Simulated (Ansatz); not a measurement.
Total energies of Na5⁻ (the lowest singlet isomer of a short search) from Ansatz at PBE/def2-TZVPD, gas phase (1 Eh = 27.2114 eV = 2625.5 kJ/mol). The reference geometry is relaxed at PBE0/def2-SVPD.

Cartesian coordinates in Å:
```
Na -2.429 -0.262 -0.998
Na -2.190 2.309 1.796
Na 0.410 -1.840 -1.830
Na 3.550 -0.894 0.106
Na 0.659 0.686 0.926
```

```csv
state,geometry,energy (Eh)
charge -1 singlet,reference,-810.93857
charge 0 doublet,reference,-810.89768
charge -1 triplet,relaxed at PBE0/def2-SVPD,-810.92821
charge -1 quintet,relaxed at PBE0/def2-SVPD,-810.89725
```

(1) Work out the vertical ionisation energy to the doublet.

(2) Which of the charge -1 states is lowest, and how far above it are the others?

(1) E(charge 0 doublet) − E(charge -1 singlet) = -810.89768 − (-810.93857) = 0.04089 Eh = 1.11 eV. For comparison, −ε of the highest occupied level is -0.12 eV at this level, 1.23 eV less.

(2) The singlet. triplet: -810.92821 − (-810.93857) = 0.01036 Eh = 27.2 kJ/mol; quintet: -810.89725 − (-810.93857) = 0.04132 Eh = 108.5 kJ/mol. The triplet differs in its bonds from the reference.

At PBE/def2-TZVPD the highest occupied level of the charge -1 singlet lies above zero (up to 0.12 eV). By energy differences its removal costs 1.11 eV (vertical, to the charge 0 doublet, at PBE/def2-TZVPD); a positive level beside a positive removal energy at the same level points to self-interaction error. At PBE/def2-TZVPD the highest occupied level of the charge -1 triplet lies above zero (up to 0.31 eV). It is a level of α spin, whose loss leaves a doublet; that state wasn't run at this geometry and level. The electron is either unbound and held by the finite basis, or the level is raised by self-interaction error. At PBE/def2-TZVPD the highest occupied level of the charge -1 quintet lies above zero (up to 0.29 eV). It is a level of α spin, whose loss leaves a quartet; that state wasn't run at this geometry and level. The electron is either unbound and held by the finite basis, or the level is raised by self-interaction error. 

The structure comes from a short search, and lower isomers may exist.
